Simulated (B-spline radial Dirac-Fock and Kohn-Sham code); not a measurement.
## Two-hole binding energies of Sm²⁰⁺

System: samarium as Sm²⁰⁺, configuration [Kr] 4d6.

The computed values come from an atomic code on a B-spline grid: ΔSCF Dirac-Fock with Breit, self-energy and vacuum polarisation, finite nucleus, configuration average. U is the two-hole binding energy less the two single-hole energies, the effective repulsion of the holes after relaxation. Each two-hole energy is an average over J within one jj subconfiguration.

```
          holes  E(a) (eV)  E(b) (eV)  E(ab) (eV)  U (eV)
           1s⁻²    47394.1    47394.1     95889.4  1101.3
   1s⁻¹ 2p1/2⁻¹    47394.1     7874.0           ?       ?
   1s⁻¹ 3d3/2⁻¹    47394.1     1658.6     49159.5   106.9
   1s⁻¹ 3d5/2⁻¹    47394.1     1632.5     49131.1   104.6
   2s⁻¹ 2p1/2⁻¹     8303.7     7874.0     16369.9   192.2
        2p3/2⁻²     7278.3     7278.3     14774.3   217.7
   2s⁻¹ 3p3/2⁻¹     8303.7     1972.8     10373.1    96.7
   2p1/2⁻¹ 3s⁻¹     7874.0     2280.3     10252.2    97.9
   2s⁻¹ 3d5/2⁻¹     8303.7     1632.5     10039.6   103.5
   2p3/2⁻¹ 3s⁻¹     7278.3     2280.3      9655.6    97.0
2p1/2⁻¹ 3d5/2⁻¹     7874.0     1632.5      9612.3   105.8
2p3/2⁻¹ 3p1/2⁻¹     7278.3     2096.7      9478.0   103.0
3p1/2⁻¹ 3p3/2⁻¹     2096.7     1972.8      4145.9    76.4
        3p3/2⁻²     1972.8     1972.8      4022.0    76.5
```

Question: Give the missing two-hole energy and U.

Answer: E(ab) = 55607.2 eV and U = 339.1 eV.
